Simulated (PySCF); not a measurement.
SMILES CCC[CH2][Al]([OH])[OH] (C4H11AlO2) (GFN2-xTB optimised geometry):

```
18

Al     0.026    -1.719     0.000
O      1.673    -1.719     0.000
H      2.617    -1.722     0.001
O     -0.924    -3.064    -0.015
H     -1.449    -3.849    -0.020
C     -0.928     0.050     0.000
C     -0.013     1.240     0.283
C     -0.707     2.592     0.086
C     -1.809     2.852     1.107
H     -1.412     0.191    -0.971
H     -1.740     0.008     0.729
H      0.364     1.177     1.307
H      0.852     1.194    -0.382
H      0.042     3.384     0.167
H     -1.128     2.637    -0.921
H     -1.415     2.780     2.118
H     -2.617     2.134     1.000
H     -2.223     3.849     0.971
```

Method: PBE0/def2-SVP in PySCF.

Problem. What are the frontier orbital energies and the dipole moment?

Solution. HOMO-2 -8.56 eV, HOMO-1 -8.36 eV, HOMO -7.17 eV, LUMO 0.46 eV, LUMO+1 1.08 eV; dipole moment 1.31 D.

On the same geometry PBE/def2-SVP (PySCF) gives HOMO-2 -6.79 eV, HOMO-1 -6.57 eV, HOMO -5.86 eV, LUMO -0.38 eV, LUMO+1 0.27 eV; dipole moment 1.29 D.

Meta-Löwdin charges at PBE0/def2-SVP: Al1 1.06, O2 -0.74, H3 0.35, O4 -0.74, H5 0.34, C6 -0.47, C7 -0.15, C8 -0.16, C9 -0.30, H10 0.10, H11 0.10, H12 0.08, H13 0.08, H14 0.08, H15 0.08, H16 0.09, H17 0.10, H18 0.10.
